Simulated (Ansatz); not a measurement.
`[OH][Hf]([OH])([SH])[SH]` and `[OH][Hf]([SH])([SH])[SH]` differ in one atom or group.

Ansatz, PBE0-D4/def2-TZVP geometries, multiplicity 1. Each molecule was computed in one conformer, which needn't be the lowest.

Elements past krypton have def2 core potentials.

```tsv
property	`[OH][Hf]([OH])([SH])[SH]`
size of the dipole moment (PBE/def2-TZVPP) / D	3.08
size of the dipole moment (B3LYP/def2-TZVPP) / D	3.10
LUMO energy (PBE0/def2-TZVPP) / eV	-0.66
HOMO–LUMO gap (ωB97M-V/def2-TZVPP) / eV	10.13
HOMO–LUMO gap (B3LYP/def2-TZVPP) / eV	5.97
HOMO energy (B3LYP/def2-TZVPP) / eV	-6.84
```

Question: Give the same properties after the change, and the shifts. (Estimate.)

Answer: The calculation gave: 
```csv
property,`[OH][Hf]([SH])([SH])[SH]`,shift
size of the dipole moment (PBE/def2-TZVPP) / D,1.83,-1.25
size of the dipole moment (B3LYP/def2-TZVPP) / D,1.85,-1.25
LUMO energy (PBE0/def2-TZVPP) / eV,-1.49,-0.83
HOMO–LUMO gap (ωB97M-V/def2-TZVPP) / eV,10.20,0.07
HOMO–LUMO gap (B3LYP/def2-TZVPP) / eV,5.59,-0.38
HOMO energy (B3LYP/def2-TZVPP) / eV,-7.26,-0.42
```

With PBE0 the HOMO falls by 0.43 eV and the LUMO falls by 0.83 eV, so the gap narrows by about 0.40 eV. PBE moves the HOMO by -0.44 eV and ωB97M-V by -0.43 eV. Dipoles are sizes alone; their direction can turn.

B3LYP here is the variant with VWN-RPA as its local correlation; programs differ in this.
